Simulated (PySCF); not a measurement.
Isomers of C4H13ClSi2.

All values: PBE0/pcSseg-1 (PySCF) at GFN2-xTB geometries, gas phase, one conformer each.

(1) Rank by the highest IAO charge on any atom, highest value first.
A. `[CH3:1][CH2:2][Si@@H:3]([CH2:4][SiH3:5])[CH2:6][Cl:7]` with C1–C2–Si3–C4 60°, C2–Si3–C4–Si5 172°, C2–Si3–C6–Cl7 -68°
B. `[CH3:1][CH2:2][Si@H:3]([CH3:4])[SiH2:5][CH2:6][Cl:7]` with C1–C2–Si3–C4 -53°, C2–Si3–Si5–C6 -158°, Si3–Si5–C6–Cl7 -57°
C. `[CH3:1][CH2:2][Si@@H:3]([CH2:4][Cl:5])[SiH2:6][CH3:7]` with C1–C2–Si3–C4 -179°, C2–Si3–C4–Cl5 70°, C2–Si3–Si6–C7 -177°

Results:

(1) A (+0.914 e), B (+0.624 e), C (+0.607 e).

All values together:

```
               SMILES  μ (D)  HOMO (eV)  LUMO (eV)  lowest IAO charge (e)  highest IAO charge (e)  lowest Hirshfeld charge (e)  highest Hirshfeld charge (e)
 CC[Si@H](C)[SiH2]CCl   1.73      -7.83      -0.17             -0.700 (C)             +0.624 (Si)                   -0.213 (C)                   +0.283 (Si)
CC[Si@@H](CCl)[SiH2]C   1.69      -7.87       0.00             -0.699 (C)             +0.607 (Si)                   -0.210 (C)                   +0.269 (Si)
CC[Si@@H](C[SiH3])CCl   1.71      -7.84       0.46             -0.824 (C)             +0.914 (Si)                   -0.248 (C)                   +0.361 (Si)
 [SiH3]C([SiH3])CCCCl   2.29      -8.23       0.46             -0.637 (C)             +0.594 (Si)                   -0.187 (C)                   +0.308 (Si)
```

Conformers: `[CH3:1][CH2:2][Si@H:3]([CH3:4])[SiH2:5][CH2:6][Cl:7]` with C1–C2–Si3–C4 -53°, C2–Si3–Si5–C6 -158°, Si3–Si5–C6–Cl7 -57°; `[CH3:1][CH2:2][Si@@H:3]([CH2:4][Cl:5])[SiH2:6][CH3:7]` with C1–C2–Si3–C4 -179°, C2–Si3–C4–Cl5 70°, C2–Si3–Si6–C7 -177°; `[CH3:1][CH2:2][Si@@H:3]([CH2:4][SiH3:5])[CH2:6][Cl:7]` with C1–C2–Si3–C4 60°, C2–Si3–C4–Si5 172°, C2–Si3–C6–Cl7 -68°; `[SiH3:1][CH:2]([SiH3:3])[CH2:4][CH2:5][CH2:6][Cl:7]` with Si1–C2–C4–C5 170°, C2–C4–C5–C6 -179°, C4–C5–C6–Cl7 -67°.
